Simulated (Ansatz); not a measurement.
Total energies of B9N9H24, a nanocrystal cut from wurtzite BN (hydrogen-capped) from Ansatz at PBE0-D4/def2-TZVP, gas phase (1 Eh = 27.2114 eV = 2625.5 kJ/mol). The reference geometry is relaxed at PBE-D4/def2-SVP.

Cartesian coordinates in Å:
```
B -2.2659 -2.1550 0.0492
N -2.0823 -1.6685 -1.4798
N -1.1984 -1.3118 0.8625
B 0.2678 -1.6475 0.4055
B -0.9591 -0.5652 -1.6699
N 0.3940 -1.1430 -1.1215
N 1.3104 -0.8126 1.2344
B 2.7972 -1.1480 0.7996
B 1.5263 -0.0701 -1.3013
N 2.8801 -0.6794 -0.7438
B -1.5077 0.2278 0.7909
N -1.3121 0.6584 -0.7513
N -0.4472 1.0439 1.6160
B 1.0265 0.7321 1.1665
B -0.2154 1.7689 -0.9234
N 1.1224 1.1432 -0.3902
B -0.7498 2.5991 1.5697
N -0.5977 2.9921 0.0107
H -2.0128 -3.3570 0.1159
H -3.4075 -1.8819 0.4175
H -1.8682 -2.4721 -2.0842
H -2.9724 -1.3073 -1.8462
H -1.3182 -1.6252 1.8347
H 0.4945 -2.8508 0.4896
H -0.8838 -0.2502 -2.8554
H 0.6415 -1.9493 -1.7075
H 1.2622 -1.1115 2.2173
H 3.0042 -2.3592 0.8574
H 3.6015 -0.4896 1.4576
H 1.6726 0.2591 -2.4763
H 3.1627 -1.4686 -1.3389
H 3.6328 0.0103 -0.8649
H -2.6489 0.4698 1.1721
H -2.1988 1.0495 -1.0912
H -0.5456 0.7978 2.6097
H 1.8382 1.3625 1.8373
H -0.1187 2.1504 -2.0876
H 1.8542 1.8569 -0.4904
H -1.9051 2.8279 1.9252
H 0.0870 3.2242 2.2196
H -1.4677 3.4177 -0.3339
H 0.1069 3.7323 -0.1012
```

```tsv
state	geometry	energy (Eh)
charge 0 singlet	reference	-730.96085
charge 1 doublet	reference	-730.63249
charge -1 doublet	reference	-730.92834
charge -1 doublet	relaxed at PBE-D4/def2-SVP	-730.92576
free B atom (doublet)	–	-24.61828
free N atom (quartet)	–	-54.54382
free H atom (doublet)	–	-0.50104
```

Single mean-field runs in def2-TZVP are fitted with def2-universal-jkfit.

Q: Work out the vertical ionisation energy to the doublet.

A: E(charge 1 doublet) − E(charge 0 singlet) = -730.63249 − (-730.96085) = 0.32836 Eh = 8.94 eV. For comparison, −ε of the highest occupied level is 7.44 eV at this level, 1.50 eV less.

Q: Work out the vertical electron affinity, to the doublet.

A: E(charge 0 singlet) − E(charge -1 doublet) = -730.96085 − (-730.92834) = -0.03251 Eh = -0.88 eV; negative, so the extra electron isn't bound. The basis lacks diffuse functions, which makes affinities too small.

Q: Give the fundamental gap IE − EA, the Mulliken electronegativity (IE + EA)/2 and the hardness (IE − EA)/2.

A: From the values in Eh: IE − EA = 0.32836 − (-0.03251) = 0.36087 Eh = 9.82 eV; (IE + EA)/2 = 4.03 eV; (IE − EA)/2 = 4.91 eV. The HOMO–LUMO gap of the same run is 7.37 eV, 2.45 eV smaller than the fundamental gap.

Q: How much does the charge -1 doublet relax, and what is the adiabatic electron affinity?

A: Relaxation: -730.92834 − (-730.92576) = -0.00258 Eh = -0.07 eV. Adiabatic electron affinity: -0.03509 Eh = -0.95 eV, without zero-point energy. 

Q: What is the binding energy per atom against free atoms?

A: Atoms: 9 × (-24.61828) + 9 × (-54.54382) + 24 × (-0.50104) = -724.48386 Eh. Binding: -724.48386 − (-730.96085) = 6.47699 Eh = 176.25 eV, or 4.20 eV for each of 42 atoms (no zero-point energy, no counterpoise term).

At PBE0-D4/def2-TZVP the highest occupied level of the charge -1 doublet lies above zero (up to 1.96 eV). By energy differences it is unbound by 0.88 eV (vertical, against the charge 0 singlet, at PBE0-D4/def2-TZVP) and held by the finite basis. At PBE0-D4/def2-TZVP the highest occupied level of the relaxed charge -1 doublet lies above zero (up to 1.85 eV). By energy differences it is unbound by 0.95 eV (each at its own geometry, against the charge 0 singlet, at PBE0-D4/def2-TZVP) and held by the finite basis.
